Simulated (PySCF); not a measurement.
**Structure from 2D NMR**

Compound of formula C4H4FNO. Correlations simulated from computed shifts and couplings:

HSQC (one-bond C–H):
```csv
δH,δC,"$^{1}J$(C,H) (Hz)"
5.78,111.9,191
4.71,61.4,169
3.06,37.3,148
2.71,37.3,152
```

COSY cross peaks (|J| ≥ 2 Hz):
```csv
δH,δH,abs. J (Hz),bonds
5.78,3.06,5.2,3
5.78,2.71,2.5,3
4.71,3.06,9.0,3
4.71,2.71,5.3,3
3.06,2.71,13.7,2
```

HMBC (two and three bonds, |J| ≥ 2.5 Hz):
```csv
δH,δC [abs. J in Hz]
5.78,"61.4 [5.1], 37.3 [3.9]"
4.71,"111.9 [4.1], 37.3 [3.4]"
3.06,122.3 [5.4]
2.71,"122.3 [6.4], 111.9 [6.7], 61.4 [4.6]"
```

Carbons without hydrogens: δ 122.3.

One computed conformer, non-relativistic Hamiltonian, no solvent model. Geometry from PBE0-D3(BJ)/def2-SVP; shieldings: GIAO PBE0/pcSseg-1; couplings computed with B3LYP/pcJ-1 (spin–dipole term only in couplings to heteroatoms); PySCF.

Scale: $^{1}$H (σ = 31.27 ppm) and $^{13}$C (σ = 184.41 ppm) vs TMS (reference shieldings calculated alike).

Exchangeable hydrogens are left out of these lists, and C,H couplings along chains are those of one rotamer, so weak HMBC peaks may be missing or extra.

**Question.** Assemble the structure.

**Answer.** `N#C[C@@H]1C[C@H](F)O1`.

Atoms are numbered as in `[N:1]#[C:2][C@@H:3]1[CH2:4][C@H:5]([F:6])[O:7]1`. Each H is labelled by its parent atom. Ha(C4) is cis to C2 on the ring; Hb(C4) is trans to C2 on the ring.

δC 122.3 is C2, a nitrile carbon. δC 111.9 is C5, an sp3 CH bonded to F and O (δH 5.78). δC 61.4 is C3, an sp3 CH bonded to O, α to a nitrile (δH 4.71). δC 37.3 is C4, an sp3 CH2 in a ring (δH 3.06, 2.71). HMBC from δH 3.06 reaches the proton-free carbon C2. HMBC from δH 2.71 reaches the proton-free carbon C2. COSY links 5.78–3.06, 5.78–2.71, 4.71–3.06, 4.71–2.71, 3.06–2.71.

The data come from this structure; uniqueness wasn't tested.

Common functionals overestimate the size of one-bond C–F couplings by tens of Hz; these are unscaled. Unscaled 3J(H,H) at this level run about 10 % above measured values. Shifts are as computed. Against solution values, carbons near 30 ppm lie about +2 ppm off and those near 130 ppm about +5 ppm. Of 1211 compounds with measured shifts, 218 miss one by over three times the rms of a fit or turn the order of signals round; such compounds aren't used in these exercises. 3J across rotatable bonds or in flexible rings reflects this conformer alone.
